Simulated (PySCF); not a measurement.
Gas-phase reaction: 3 GaHCl₂ ⇌ GaH₃ + 2 GaCl + 4 Cl

Method: PySCF energies plus ideal-gas RRHO corrections (1 bar). † marks an energy on the PBE0/def2-TZVP geometry and frequencies; other levels use their own. Open shells (unrestricted): Cl (multiplicity 2); the rest are closed-shell singlets. Spin-orbit splitting is ignored; it lowers the true energy and changes the entropy of Cl. Ga: all electrons, no relativistic terms. GaHCl₂, GaH₃: computed as isolated molecules; such fragments, hydroxides, amides, oligomers or adducts are transient or little studied in the gas.

PBE0/def2-TZVP gives ΔH°(298 K) = 1293 kJ.

Q: What do PBE/def2-SVP, PBE/def2-TZVP†, LDA/def2-TZVP† give?

A: PBE/def2-SVP: 1301 kJ; PBE/def2-TZVP†: 1284 kJ; LDA/def2-TZVP†: 1503 kJ. For scale, ΔH°(298 K) is 1293 kJ at this level, 1295 kJ at ωB97M-V/def2-TZVP†, and runs from 943 to 1503 kJ over the 20 levels computed († marks an energy on the PBE0/def2-TZVP geometry).
